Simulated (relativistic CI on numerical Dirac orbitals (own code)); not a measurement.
Calculated at this level of theory: Dirac-Coulomb-Breit CI, separate exchange-only KLI orbitals for each configuration, QED by a radiative potential, unscaled Slater integrals (own radial code, finite nucleus).

Configuration list (outside the closed core [Ar] 3d10): 4s2.4p6.4d10.4f, 4s2.4p6.4d10.5s, 4s2.4p6.4d10.5p, 4s2.4p6.4d9.4f2, 4s2.4p6.4d10.5d, 4s2.4p6.4d10.6s, 4s2.4p6.4d10.5f, 4s2.4p6.4d9.4f.5s, 4s2.4p6.4d10.6p, 4s2.4p5.4d10.4f2, 4s2.4p6.4d10.5g, 4s2.4p6.4d10.6d, 4s2.4p6.4d9.4f.5p, 4s2.4p6.4d10.7s, 4s2.4p6.4d10.6f, 4s2.4p6.4d10.7p, 4s.4p6.4d10.4f2, 4s2.4p6.4d9.4f.5d, 4s2.4p6.4d10.8s, 4s2.4p5.4d10.4f.5s, 4s2.4p6.4d9.4f.6s. Double excitations out of closed p, d and f shells are left out; levels of such configurations are missing from the list, as are those of other unlisted configurations, and high levels can miss mixing partners.

At this charge transitions that keep the count of f electrons are usually good to a few per cent. Terms inside the open d or f shell come out 10 to 20 % too wide with unscaled integrals. Levels and lines within the n = 5 or 6 shells can be off by up to 10 % or somewhat more, and those that change n by about 2 %, since core polarisation is missing. Levels that differ in their count of f electrons can be misplaced by several ten thousand cm⁻¹, since the correlation energy of f electrons is missing or only estimated; rates across such gaps can be off by orders of magnitude.

Outline of the computed level scheme of Sm XVI. Lowest level of each configuration: 4s2.4p6.4d10.4f 2F°_5/2 at 0.000 eV; 4s2.4p6.4d10.5s 2S_1/2 at 6.759 eV; 4s2.4p6.4d10.5p 2P°_1/2 at 32.519 eV; 4s2.4p6.4d10.5d 2D_3/2 at 82.347 eV; 4s2.4p6.4d9.4f2 4F_3/2 at 126.748 eV; 4s2.4p6.4d10.6s 2S_1/2 at 129.573 eV; 4s2.4p6.4d10.5f 2F°_5/2 at 131.149 eV.

Some strong electric-dipole decays among the lowest 45 levels: 4s2.4p6.4d10.6s 2S_1/2 → 4s2.4p6.4d10.5p 2P°_3/2 (1.4e+11 s⁻¹); 4s2.4p6.4d10.5f 2F°_7/2 → 4s2.4p6.4d10.5d 2D_5/2 (8.0e+10 s⁻¹); 4s2.4p6.4d10.5f 2F°_5/2 → 4s2.4p6.4d10.5d 2D_3/2 (7.9e+10 s⁻¹); 4s2.4p6.4d10.6s 2S_1/2 → 4s2.4p6.4d10.5p 2P°_1/2 (7.0e+10 s⁻¹); 4s2.4p6.4d10.5d 2D_3/2 → 4s2.4p6.4d10.5p 2P°_1/2 (4.7e+10 s⁻¹); 4s2.4p6.4d10.5d 2D_3/2 → 4s2.4p6.4d10.4f 2F°_5/2 (4.5e+10 s⁻¹); 4s2.4p6.4d10.5d 2D_5/2 → 4s2.4p6.4d10.4f 2F°_7/2 (4.3e+10 s⁻¹); 4s2.4p6.4d10.5d 2D_5/2 → 4s2.4p6.4d10.5p 2P°_3/2 (4.1e+10 s⁻¹).

LS names give the leading component of a level, which can be under half, so a name can repeat, a term be missing and a line seem to break the LS rules.
